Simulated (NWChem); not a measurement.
Molecule: SnH$_{2}$O$_{2}$BrF; SMILES [OH][Sn]([Br])([OH])[F]

```xyz
7

O      1.7251     1.2250     0.7119
Sn     0.0187     0.5911     0.0028
O     -0.2829     1.4486    -1.7345
F     -1.4325     1.1727     1.1328
Br    -0.0073    -1.8586    -0.0173
H      1.8841     2.1427     0.4528
H     -1.2102     1.4085    -2.0029
```
Atoms are numbered in this order, from 1.

Results from NWChem. Coordinates come from a PBE0/def2-SVP (def2 core potentials past Kr) optimisation. Not confirmed as a minimum by frequencies. B3LYP is NWChem's, with the RPA form of VWN correlation.

For level B3LYP/STO-3G, non-relativistic:

| Quantity | Result |
|---|---|
| highest occupied level (eV) | -4.12 |
| orbital gap (eV) | 6.79 |

Problem. What are these values for level B3LYP/3-21G, non-relativistic?

Solution. 
| Quantity | Result |
|---|---|
| highest occupied level (eV) | -8.25 |
| orbital gap (eV) | 5.96 |
